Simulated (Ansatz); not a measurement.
`C=C[CH2][GaH2]` + H₂ → `[GaH3]` + `C=CC` at 500 K and 1 bar (hydrogenolysis of a Ga–C bond).

Computed with Ansatz on PBE0-D4/def2-TZVP structures; ΔE is electronic, products minus reactants. CCSD(T)/CBS adds triple-zeta CCSD(T) − MP2 to the extrapolated MP2 energy (def2 sets, frozen cores). This one scheme is used for every species. For Ga outer-core shells are correlated without core-valence functions, which leaves a few kJ/mol of doubt a bond. Scalar relativity is left out up to krypton. One conformer a species, not always the lowest.

```csv
species,CCSD(T)/CBS energy (Eh),H − E (kJ/mol),S (J/(mol·K))
`C=C[CH2][GaH2]`,-2042.27122,261.6,379.3
H₂,-1.17544,41.0,145.5
`[GaH3]`,-1925.70545,69.3,243.1
`C=CC`,-117.74610,238.4,304.6
```

H − E and S are ideal-gas, rigid-rotor, harmonic terms from PBE0-D4/def2-TZVP, for one conformer and one mirror image of each species. The MP2-based limit puts H₂ 0.8 mEh under its directly extrapolated value; such offsets cancel only in part. 1 Eh = 2625.50 kJ/mol, R = 8.31446 J/(mol·K).

Question: By hand: ΔE, ΔH, ΔS and ΔG.

Answer: ΔE = (-1925.70545) + (-117.74610) − (-2042.27122) − (-1.17544) = -0.00489 Eh = -12.8 kJ/mol. Δ(H − E) = 69.3 + 238.4 − 261.6 − 41.0 = 5.1, so ΔH = -7.7 kJ/mol. ΔS = 243.1 + 304.6 − 379.3 − 145.5 = 22.9 J/(mol·K). ΔG = -7.7 − 500 × (22.9)/1000 = -19.1 kJ/mol.

Question: By hand: the equilibrium constant, and the temperature at which ΔG would vanish if ΔH and ΔS stayed fixed.

Answer: log₁₀ K = −ΔG/(RT ln 10) = 2.0. ΔH and −TΔS have one sign here, so there is no such temperature.

TΔS isn't small against ΔH here. A doubt of 5 kJ/mol in ΔE shifts log₁₀ K by 0.5 here. Other conformers and mirror images would add mixing entropy, several J/(mol·K) or more a flexible species. These are equilibria of isolated gas molecules and say nothing of rates. Largest T1 diagnostic: 0.013 (customary marks: 0.02 for closed shells, 0.045 for open ones).
